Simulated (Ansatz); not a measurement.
`C=[C](F)[InH2]` + H₂ → `C=CF` + `[InH3]` at 500 K and 1 bar (hydrogenolysis of a C–In bond).

Isolated molecules relaxed with PBE0-D4/def2-TZVP in Ansatz; ΔE leaves out vibrations. CCSD(T)/CBS is the MP2 limit (def2-TZVPP, def2-QZVPP) plus CCSD(T) − MP2 in def2-TZVPP, frozen cores. This one scheme is used for every species. def2 core potentials past Kr. For In outer-core shells are correlated without core-valence functions, which leaves a few kJ/mol of doubt a bond.

```
         species  CCSD(T)/CBS energy (Eh)  H − E (kJ/mol)  S (J/(mol·K))
`C=[C](F)[InH2]`               -368.04636           158.9          386.7
              H₂                 -1.17544            41.0          145.5
          `C=CF`               -177.66469           139.4          282.9
        `[InH3]`               -191.56739            65.2          255.5
```

H − E and S are ideal-gas, rigid-rotor, harmonic terms from PBE0-D4/def2-TZVP. The MP2-based limit puts H₂ 0.8 mEh under its directly extrapolated value; such offsets cancel only in part. 1 Eh = 2625.50 kJ/mol, R = 8.31446 J/(mol·K).

Task: By hand: ΔE, ΔH, ΔS and ΔG.

Result: ΔE = (-177.66469) + (-191.56739) − (-368.04636) − (-1.17544) = -0.01028 Eh = -27.0 kJ/mol. Δ(H − E) = 139.4 + 65.2 − 158.9 − 41.0 = 4.7, so ΔH = -22.3 kJ/mol. ΔS = 282.9 + 255.5 − 386.7 − 145.5 = 6.2 J/(mol·K). ΔG = -22.3 − 500 × (6.2)/1000 = -25.4 kJ/mol.

Task: By hand: the equilibrium constant, and the temperature at which ΔG would vanish if ΔH and ΔS stayed fixed.

Result: log₁₀ K = −ΔG/(RT ln 10) = 2.7. ΔH and −TΔS have one sign here, so there is no such temperature.

The number of gas molecules stays the same, so ΔS is small and ΔH decides. A doubt of 5 kJ/mol in ΔE shifts log₁₀ K by 0.5 here. These are equilibria of isolated gas molecules and say nothing of rates. Largest T1 diagnostic: 0.014 (customary marks: 0.02 for closed shells, 0.045 for open ones).
